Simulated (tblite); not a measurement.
Compound: C6H12OSSi.
SMILES with atom numbers: `[CH3:1][C:2](=[S:3])[C@H:4]([CH3:5])[C:6](=[O:7])[CH2:8][SiH3:9]` (hydrogens: H10, H11, H12 on C1; H13 on C4; H14, H15, H16 on C5; H17, H18 on C8; H19, H20, H21 on Si9)

Geometry (GFN2-xTB, Å), atoms numbered from 1 in this order:
```xyz
21
C6H12OSSi angstrom
C     -2.6932    0.5596    0.4360
C     -1.5107    0.7523   -0.4383
S     -1.3346    2.0718   -1.3779
C     -0.4133   -0.2613   -0.3637
C     -0.8837   -1.7028   -0.1896
C      0.3969    0.1846    0.8744
O      0.0752   -0.1675    1.9823
C      1.5544    1.0479    0.5693
Si     3.0737   -0.0512    0.1557
H     -3.3110    1.4538    0.4479
H     -3.2926   -0.2784    0.0782
H     -2.3649    0.3226    1.4493
H      0.2213   -0.1675   -1.2479
H     -0.0249   -2.3692   -0.2381
H     -1.5809   -1.9765   -0.9783
H     -1.3611   -1.8356    0.7774
H      1.7972    1.6550    1.4408
H      1.3362    1.6986   -0.2758
H      2.7765   -0.8353   -1.0456
H      4.1923    0.8560   -0.0910
H      3.3384   -0.9400    1.2831
```

Computed values, GFN2-xTB/tblite, gas phase, harmonic and unscaled. The method is semi-empirical: single wavenumbers can be off by several per cent or more. Modes of hydrogen on silicon can be 10 to 20 % off. One conformer, not necessarily the lowest.

Harmonic wavenumbers (cm⁻¹): 36.5, 54.3, 68.2, 105.8, 127.3, 142.1, 197.5, 206.9, 242.5, 264.1, 330.3, 359.6, 423.2, 478.8, 515.0, 525.4, 579.1, 653.6, 725.9, 758.9, 773.9, 782.7, 785.6, 797.6, 851.0, 950.6, 979.0, 1038.3, 1048.6, 1068.9, 1110.2, 1136.0, 1162.8, 1191.0, 1217.7, 1265.7, 1334.2, 1378.9, 1403.2, 1440.9, 1448.5, 1455.5, 1488.9, 1499.4, 1747.4, 2261.5, 2294.1, 2310.0, 2966.9, 2985.0, 2995.6, 2998.7, 3000.7, 3031.5, 3036.1, 3051.0, 3055.7.

A = 1652, B = 740.6, C = 623.9 MHz; mass 160.038 u (most abundant isotopes); point group C1, symmetry number 1.

Problem. Zero-point energy?

Solution. ½Σν̃ = 35069 cm⁻¹ = 100.27 kcal/mol.

Problem. What is S at 500 K and 1 bar for an ideal gas of classical rigid rotors and harmonic oscillators?

Solution. Translation 43.71, rotation 31.96, vibration 64.10: S = 139.8 cal/(mol K).

Problem. And Cp and H(500 K) − H(0)?

Solution. Cp = 65.74 cal/(mol K), of which vibrations give 57.79 (their classical limit is 57 R = 113.3); H(500 K) − H(0) = 19.73 kcal/mol without the zero-point energy, 15.76 from vibrations.

Problem. How do the functions run with temperature in this model?

Solution. 
| T (K) | S (cal/(mol K)) | Cp (cal/(mol K)) | H − H(0) (kcal/mol) | G − H(0) (kcal/mol) | ln q(vib) |
| --- | --- | --- | --- | --- | --- |
| 100 | 75.7 | 22.9 | 1.53 | -6.03 | 2.72 |
| 200 | 95.2 | 34.6 | 4.41 | -14.62 | 6.38 |
| 300 | 111.4 | 46.1 | 8.45 | -24.97 | 9.84 |
| 800 | 175.2 | 84.7 | 42.55 | -97.59 | 25.42 |
| 1000 | 195.0 | 92.9 | 60.34 | -134.65 | 30.90 |

q(vib) and H(0) count from the zero-point level.

Problem. Which modes carry the vibrational entropy at 500 K?

Solution. 36.5 cm⁻¹: 6.47; 54.3 cm⁻¹: 5.68; 68.2 cm⁻¹: 5.23; 105.8 cm⁻¹: 4.36; 127.3 cm⁻¹: 3.99; 142.1 cm⁻¹: 3.78 cal/(mol K); the other 51 give 34.60 together.

Problem. What must be added to the electronic energy to get the Gibbs energy at 500 K and 1 bar?

Solution. ZPE + [H(500 K) − H(0)] − T·S = 100.27 + 19.73 − 69.89 = 50.11 kcal/mol.

Hindered rotation and anharmonicity are outside this model. Other conformers, if any are populated, would add a mixing term that is left out. The structure is chiral; the term R ln 2 for an equal mix with its mirror image is left out.
